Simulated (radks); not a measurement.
Values are calculated unless marked as measured or tabulated.
Task: Neutral manganese, 25 electrons, occupied as [Ar] 3d5 4s2. Level of theory: scalar-relativistic Kohn-Sham, PBE, spin-polarised, spherical densities, finite nucleus; open shells are filled with parallel spins first; Fermi nuclear charge, rms radius 3.7057 fm (a radial shooting solver on a logarithmic mesh with Libxc functionals). Some entries of the table are withheld. Estimate them.

orbital,occ.,eigenvalue (hartree),<r^2> (bohr^2)
1s down,1,-236.2394,0.004988
1s up,1,-236.2390,0.004988
2s up,1,-27.33132,0.09240
2s down,1,-27.25572,0.09203
2p up,3,-23.14234,0.07529
2p down,3,-23.08487,0.07490
3s up,1,(1),0.8365
3s down,1,(2),0.8434
3p up,3,(3),(4)
3p down,3,(5),(6)
3d up,5,-0.29937,1.892
4s up,1,-0.20242,10.54
4s down,1,-0.16404,12.58
3d down,0,-0.13860,2.690

Result: 
(1) 3s up eigenvalue (hartree): -3.21053
(2) 3s down eigenvalue (hartree): -3.02168
(3) 3p up eigenvalue (hartree): -2.06058
(4) 3p up <r^2> (bohr^2): 0.9625
(5) 3p down eigenvalue (hartree): -1.87538
(6) 3p down <r^2> (bohr^2): 0.9791
